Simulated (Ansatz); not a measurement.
A calculation with Ansatz (development build ahead of 0.2.0).

```yaml
crystal:
  periodic: [false, false, false]
  atoms:
    - { symbol: Co, position_ang: [0.0, 0.0, 0.0] }
    - { symbol: C, position_ang: [0.0, 1.8584, 0.0] }
    - { symbol: "N", position_ang: [0.0, -1.8124, 0.0] }
basis:
  gaussian: { orbitals: pcseg-2 }
magnetization:
  spin_polarized: true
  initial_magnetization: 4
hamiltonian:
  xc: r2scan
```

The input is written out in the form of the current development build from the run's settings.

The run gave:

```yaml
Converged: yes
Total_energy: -1475.32830 hartree
Spin_squared_of_the_determinant: 7.066
Stability_test: minimum
```

Caution: another spin multiplicity may lie lower; the unrestricted determinant is a mixture of spin states.
